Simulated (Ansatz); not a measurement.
Species: C₂H₃Si, charge 0, doublet. C2H3Si (SMILES [C]#C[SiH3], doublet).
B3LYP-D3(BJ)/def2-TZVP minimum from Ansatz (a first-principles code):
```
Si
H 1 1.4774
H 1 1.4774 2 110.10
H 1 1.4774 2 110.10 3 121.57
C 1 1.8304 2 108.84 3 -119.21
C 5 1.2118 3 148.78 1 180.00
```
Charge 0, spin multiplicity 2.

Total energies in hartree (Ansatz). Radicals and triplets start from unrestricted determinants; spin-orbit coupling is neglected. Correlated methods leave the cores frozen. No relativity. Where a partner has so few electrons that a lower coupled-cluster level is exact, that level stands in. The UHF reference of C2H3Si ([C]#C[SiH3], doublet) is spin-contaminated (<S^2> up to 0.41 over the pure value in the sets run).

```csv
species,HF/cc-pV(T+d)Z,CCSD(T)/cc-pV(T+d)Z,HF/cc-pV(Q+d)Z,CCSD(T)/cc-pV(Q+d)Z,CCSD(T)/cc-pV(D+d)Z,CCSDT(Q)/cc-pV(D+d)Z
"1: C2H3Si (SMILES [SiH3]C#[C], doublet)",-366.31008,-366.74285,-366.31872,-366.77424,-366.63942,-366.64296
2: Si (triplet),-288.85649,-288.93344,-288.85845,-288.93781,-288.91643,-288.91690
3: C (triplet),-37.69157,-37.78076,-37.69331,-37.78654,-37.76038,-37.76071
4: H (doublet),-0.49981,-0.49981,-0.49995,-0.49995,-0.49928,-0.49928
```

Q: Work out the atomisation energy (electronic, to ground-state atoms) in kcal/mol: take Hartree-Fock from cc-pV(Q+d)Z, extrapolate the CCSD(T) correlation energy as X^-3 (X = 3, 4), and add CCSDT(Q) - CCSD(T) in cc-pV(D+d)Z. 1 hartree = 627.51 kcal/mol.

A: 
Species 1: correlation (64·(-0.45552) - 27·(-0.43277))/37 = -0.47212; step -0.00354; E1 = -366.31872 + (-0.47212) + (-0.00354) = -366.79438
Species 2: correlation (64·(-0.07936) - 27·(-0.07695))/37 = -0.08112; step -0.00047; E2 = -288.85845 + (-0.08112) + (-0.00047) = -288.94004
Species 3: correlation (64·(-0.09323) - 27·(-0.08919))/37 = -0.09618; step -0.00033; E3 = -37.69331 + (-0.09618) + (-0.00033) = -37.78982
Species 4: correlation (64·(0.00000) - 27·(0.00000))/37 = 0.00000; step +0.00000; E4 = -0.49995 + (0.00000) + (+0.00000) = -0.49995
-1·E1 +1·E2 +2·E3 +3·E4 = 0.77485 hartree = 486.2 kcal/mol.
